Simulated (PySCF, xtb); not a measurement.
B(CCH)(Me)2 (C₄H₇B), SMILES CB(C#C)C.

Harmonic wavenumbers (cm⁻¹) from xtb with GFN2-xTB at its own minimum, in rising order: 34, 74, 136, 185, 276, 394, 431, 648, 662, 692, 713, 861, 866, 870, 1139, 1193, 1379, 1384, 1480, 1482, 1490, 1493, 2197, 2991, 2994, 3028, 3030, 3033, 3036, 3358.

Problem. What does B3LYP-D3(BJ)/def2-SVP (PySCF 2.14.0) give at its own minimum? (The exact figures need the calculation; the answer reports its results.)

Solution. 76, 120, 160, 210, 307, 427, 505, 615, 671, 688, 789, 845, 855, 906, 1144, 1177, 1308, 1320, 1415, 1417, 1445, 1448, 2152, 2997, 2999, 3078, 3078, 3129, 3130, 3459. Paired by order, the mean absolute difference is 43 cm⁻¹ and the zero-point energies are 59.4 and 59.9 kcal/mol.
